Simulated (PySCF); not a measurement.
Excitations are Tamm–Dancoff values on a coarser integration grid. The basis has no diffuse functions, so Rydberg states are missing or too high.

C2H6AlBr, SMILES `[Br][Al]([CH3])[CH3]` (charge 0, multiplicity 1)

The numbers are results of ωB97X-D3(BJ)/def2-TZVP // B3LYP-D3(BJ)/def2-TZVP run with PySCF 2.14.0, not measurements.

The HOMO is -10.18 eV. The dipole moment is 2.24 D. The HOMO–LUMO gap is 11.26 eV and the LUMO comes out as 1.08 eV. The S1 excitation (TDA) comes out as 5.93 eV and the S1 oscillator strength is 0.000. The brightest of the four lowest singlets (TDA) comes out as 7.20 eV and the T1 excitation (TDA) comes out as 5.70 eV. The S1–T1 gap (TDA) is 0.23 eV and the vertical ionisation energy (Delta-SCF) is 10.15 eV. The total energy is -2896.5283 Ha and the cost is about 5 core-minutes (a rough figure).

```xyz
10

C      1.7596    -0.0379     0.0488
Al    -0.0883     0.5665    -0.0334
C     -1.6757    -0.5590    -0.0486
Br    -0.4177     2.8288    -0.0721
H      2.3476     0.3959    -0.7643
H      1.8471    -1.1248    -0.0074
H      2.2286     0.2910     0.9807
H     -2.4968    -0.0968    -0.5995
H     -1.4754    -1.5429    -0.4793
H     -2.0290    -0.7209     0.9751
```
